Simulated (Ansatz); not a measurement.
PdS₃⁻ (the lowest doublet isomer of a short search) was relaxed with PBE0-D4 (def2-SVPD) in Ansatz in these states: charge -1 doublet, charge -1 quartet. The geometries follow in no particular order.

In the def2 sets Pd takes a core potential; there is no spin–orbit coupling.

A:

Cartesian coordinates in Å:
```
Pd 0.055 -0.509 -0.223
S 0.083 1.120 1.590
S -0.397 1.881 -0.223
S 0.259 -2.492 -1.145
```

B:

```xyz
4

Pd    0.082   -0.522   -0.002
S    -0.611    1.249   -1.400
S    -0.114    1.717    0.536
S     0.642   -2.444    0.866
```

Judge from the bond lengths which geometry belongs to which state (an estimate).

A is the charge -1 quartet (Pd1–S3 2.433 Å, Pd1–S2 2.437 Å, S2–S3 2.024 Å); B is the charge -1 doublet (Pd1–S3 2.312 Å, Pd1–S2 2.360 Å, S2–S3 2.053 Å).

At PBE0-D4/def2-TZVPD a doublet lies 0.38 eV below the charge -1 quartet. These are the stationary points nearest to one start from a short search; other shapes may lie lower in each state.
